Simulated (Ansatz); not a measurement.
Cost and result up the ladder for TiH3 (4 atoms). Total charge 0; doublet. Geometry: PBE-D4/def2-TZVP.

```xyz
4

Ti    0.1661    0.1939   -0.0339
H    -0.9871    0.5068   -1.2864
H    -0.3705    0.4808    1.5867
H     1.1914   -1.1814   -0.2663
```

Ansatz on 4 threads of AMD EPYC 9R45 on a shared host. Times are rough, and most runs start from the orbitals of an earlier one. CAM-B3LYP-D4/def2-TZVP serves as the yardstick here, not as an exact answer. Differences are given only for rows in sets of like size (and for xTB, whose basis is part of the method), since another set adds its own error. Binding counts from free atoms at the same level (Ti triplet, H doublet; other spins of the atoms weren't run), without zero-point energy or a counterpoise term.

The 6-31G sets use Cartesian d functions. B3LYP takes the VWN-RPA correlation. HSE06 is defined as in plane-wave codes, on full-range PBE exchange. Correlated methods freeze 5 core orbitals; core or outer-core shells of Ti are correlated, in sets that lack core-valence functions. No other spin state of charge 0 was run.

Correlated methods converge slowly with the basis.

```csv
level,functions,wall time,binding energy per atom (eV),difference from CAM-B3LYP-D4/def2-TZVP (eV)
HF/STO-3G,21,0.1 s,3.10,–
HF/6-31G,35,0.15 s,1.18,–
MP2/def2-TZVP,63,0.15 s,1.74,-0.29
PBE-D4/def2-SVP,46,0.25 s,2.11,–
PBE0-D4/def2-SVP,46,0.35 s,1.95,–
B3LYP-D4/6-31G,35,0.4 s,2.06,–
HSE06-D4/def2-TZVP,63,0.55 s,1.97,-0.06
CAM-B3LYP-D4/def2-TZVP,63,0.6 s,2.03,0.00
PBE0-D4/def2-TZVPD,75,0.6 s,1.98,-0.05
PBE0-D4/def2-TZVP (with forces),63,0.85 s,1.97,-0.06
CCSD(T)/def2-TZVPD,75,0.95 s,1.88,-0.14
B97M-V/def2-TZVP,63,1 s,2.13,0.11
CCSD(T)/def2-TZVPP,106,2.1 s,1.94,-0.09
```
